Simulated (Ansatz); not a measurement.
Molecule: ditellurium, Te2, net charge 0, triplet state. SMILES: [Te]=[Te]
Geometry from a B3LYP-D3(BJ)/def2-TZVP (Ansatz, a first-principles code) optimisation:
```
Te
Te 1 2.5746
```
Charge 0, spin multiplicity 3.

Quantity: atomisation energy (electronic, to ground-state atoms), in eV. Correlated levels leave the core frozen unless marked. UHF or UKS for open shells. Spin-orbit coupling is left out. The frozen core is the preceding noble-gas configuration, with the filled d and f shells of earlier blocks. Past Kr the def2 sets carry scalar-relativistic core potentials. STO-3G rows are all-electron and non-relativistic.  The program attaches cautions to a run behind CCSD/STO-3G: other roots. The program attaches cautions to a run behind CCSD(T)/STO-3G: other roots.

| level | program | atomisation energy (eV) |
|---|---|---|
| SVWN5/def2-TZVPD | Ansatz | 4.13 |
| BLYP-D3(BJ)/def2-TZVPD | Ansatz + dftd3 | 3.34 |
| r2SCAN-D4/def2-TZVPD | Ansatz + dftd4 | 3.15 |
| PBE0/def2-SVP | Ansatz | 2.97 |
| BHLYP-D4/def2-TZVPD | Ansatz + dftd4 | 2.69 |
| BHLYP/def2-TZVPD | Ansatz | 2.56 |
| r2SCANh-D4/def2-TZVPD | Ansatz + dftd4 | 3.04 |
| CAM-B3LYP-D3(BJ)/def2-TZVPD | Ansatz + dftd3 | 2.79 |
| LC-wPBE/def2-TZVPD | Ansatz | 2.42 |
| B2PLYP/def2-TZVPD | Ansatz | 2.91 |
| RI-MP2/def2-TZVPP | Ansatz | 2.46 |
| RI-MP2/def2-QZVPP | Ansatz | 2.65 |
| CCSD/STO-3G | Ansatz | 2.69 |
| CCSD(T)/STO-3G | Ansatz | 2.71 |
| CCSD(T)/def2-SVPD | Ansatz | 2.32 |
| CCSD(T)/def2-TZVPP | Ansatz | 2.59 |
| CCSD(T)/def2-TZVPPD | Ansatz | 2.63 |
| CCSD(T)/def2-QZVPP | Ansatz | 2.80 |
| CCSD(T)/def2-QZVPPD | Ansatz | 2.80 |
| CCSDT/def2-SVP | Ansatz | 2.27 |

The Hartree-Fock reference is unstable (checked in the largest basis), which strains HF and MP2.
